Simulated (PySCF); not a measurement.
**Ar⁷⁺: ionisation energy**

Ar⁷⁺ [Ne] 3s1 (2S) → Ar⁸⁺ [Ne] (1S), as a difference of total energies. Computed with PySCF 2.14 in an even-tempered Gaussian basis (19 s from 0.25 bohr⁻², ratio 2.5; 12 p from 0.33 bohr⁻², ratio 2.5; 5 d from 1.6 bohr⁻², ratio 2.7; 5 f from 2.3 bohr⁻², ratio 2.7), with the spin-free X2C one-electron Hamiltonian (Gaussian nucleus). Correlated levels: outer shells: 1s2 frozen; virtual orbitals above 40 to 60 times the deepest correlated orbital energy dropped. The calculations carry no spin-orbit coupling.

| method | ionisation energy (eV) |
| --- | --- |
| UHF | 142.93 |
| MP2 (outer shells) | 143.42 |
| SCS-MP2 (outer shells) | 143.33 |
| CCSD (outer shells) | 143.43 |
| CCSD(T) (outer shells) | 143.44 |

Question: How much does correlation contribute at CCSD(T) (outer shells)?

Answer: 143.44 − (142.93) = 0.51 eV, measured against UHF.

For comparison: 143.46 eV (semi-empirical (NIST evaluation); NIST Atomic Spectra Database, ionization energies).
